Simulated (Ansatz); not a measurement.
Atom: Br (charge -1, singlet).

Parts of the frozen-core correlation energy in cc-pVDZ (Ansatz, an electronic-structure program, hartree). Frozen orbitals: 14; correlated occupied orbitals by spin: 4 and 4; virtual: 9 and 9. Spin-orbit coupling is left out. No relativistic terms.

```json
[
 {"term": "reference (HF)", "value": "-2572.44037"},
 {"term": "MP2 opposite-spin", "value": "-0.08327"},
 {"term": "MP2 same-spin", "value": "-0.03170"},
 {"term": "CCSD correlation", "value": "-0.12515"},
 {"term": "(T)", "value": "-0.00076"},
 {"term": "FCI minus CCSD(T)", "value": "-0.00033"},
 {"term": "CCSDT minus CCSD(T)", "value": "-0.00008"},
 {"term": "CCSDT(Q) minus CCSD(T)", "value": "-0.00031"},
 {"term": "T1 diagnostic", "value": "0.002"},
 {"term": "largest doubles amplitude", "value": "0.043"}
]
```
